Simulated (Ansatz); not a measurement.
Ansatz (an electronic-structure program) input (B3LYP-D3(BJ)/def2-TZVP):

Ansatz 0.2 input:
```yaml
crystal:
  periodic: [false, false, false]
  atoms:
    - {symbol: Si, position_ang: [0.26614902, 0.08531870, 0.03141789]}
    - {symbol: Cl, position_ang: [0.11355751, -1.30078115, -1.46918550]}
    - {symbol: Cl, position_ang: [-0.38337856, -0.75369910, 1.77129104]}
    - {symbol: Cl, position_ang: [-0.87155689, 1.69929498, -0.45616417]}
    - {symbol: N, position_ang: [1.86638792, 0.66350994, 0.33873409]}
    - {symbol: H, position_ang: [2.62761697, 0.12203617, -0.12225697]}
basis:
  gaussian:
    orbitals: def2-TZVP
hamiltonian:
  xc: b3lyp
  dispersion: d3bj
magnetization: {spin_polarized: true, initial_magnetization: 1}
relax: {f_tol: 0.002, max_steps: 150}
```

End of the output:

```
0.24 GiB of the device are held for the grids
1.10 GiB of device memory are held for the factors and their scratch space
mean field: 0.99 GiB planned
mean field evaluation 160: about -46958.4514 eV, gradient 1.4e-1 eV
mean field -46958.56464174 eV, -1725.6954209255 hartree, gradient 5.6e-5 eV, S^2 0.753327; 3 other end points of the search recorded, 0 dependent functions left out
the calculation of the forces begins
reference -46958.56491217 eV, -1725.6954308638 hartree; 37, 36 occupied and 148, 149 virtual orbitals, 1249 factors
Total energy: -46959.00204423 eV, -1725.7114951705 hartree
Atom 0 at     0.267743     0.127107    -0.025902 Å, force    -0.000301    -0.000148    -0.000092 eV/Å
Atom 1 at     0.107401    -1.242712    -1.534840 Å, force     0.000008     0.000084     0.000067 eV/Å
Atom 2 at    -0.236894    -0.725683     1.762161 Å, force    -0.000030     0.000106    -0.000076 eV/Å
Atom 3 at    -0.986631     1.679332    -0.400222 Å, force    -0.000050    -0.000083     0.000069 eV/Å
Atom 4 at     1.895400     0.711376     0.051881 Å, force     0.000620    -0.000310     0.000118 eV/Å
Atom 5 at     2.571758    -0.033741     0.240757 Å, force    -0.000247     0.000350    -0.000086 eV/Å
Dipole moment:     0.170550    -0.211516     0.051403 e Å
```

It need not be the lowest isomer of its formula.
